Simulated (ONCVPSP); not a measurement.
# Transferability test, ONCV potential for Re (Z = 75)

* Element: rhenium
* Generator: ONCVPSP 4.0.1
* Type: optimised norm-conserving Vanderbilt (ONCV)
* Functional: PBEsol
* Relativity: non-relativistic
* Frozen core: [Kr] 4d10 4f14
* Valence charge: 15
* Reference configuration: 5s2 5p6 5d5 6s2
* Partial waves: 5s+6s: rc 1.65 bohr, ncon 4, nbas 8, qcut 6.7 1/bohr, 3 projectors, debl 2.9 Ha; 5p: rc 1.50 bohr, ncon 4, nbas 8, qcut 9.2 1/bohr, 3 projectors, debl 3.3 Ha; 5d: rc 2.45 bohr, ncon 4, nbas 8, qcut 6.3 1/bohr, 2 projectors, debl 1.7 Ha
* Local potential: polynomial inside 1.45 bohr (lpopt 2, dvloc0 3 Ha)
* Core correction: Teter function, fcfact 2.75, rcfact 1.25

Energies are relative to the spin-unpolarised reference configuration 5s2 5p6 5d5 6s2; without spin polarisation the order of configurations can differ from experiment.

```
valence configuration  charge  ΔE all-electron (eV)  error AE − PS (meV)
      5s2 5p6 5d5 6s0      +2                22.243                 -0.3
      5s2 5p6 5d4 6s0      +3                50.186                 +1.4
  5s2 5p6 5d4 6s2 6p1       0                 6.600                 +5.6
```

**Question.** What are ΔE and the potential's error for 5s2 5p6 5d5 6s1?

**Answer.** ΔE = 7.921 eV all-electron; the error (AE − PS) is -0.1 meV.
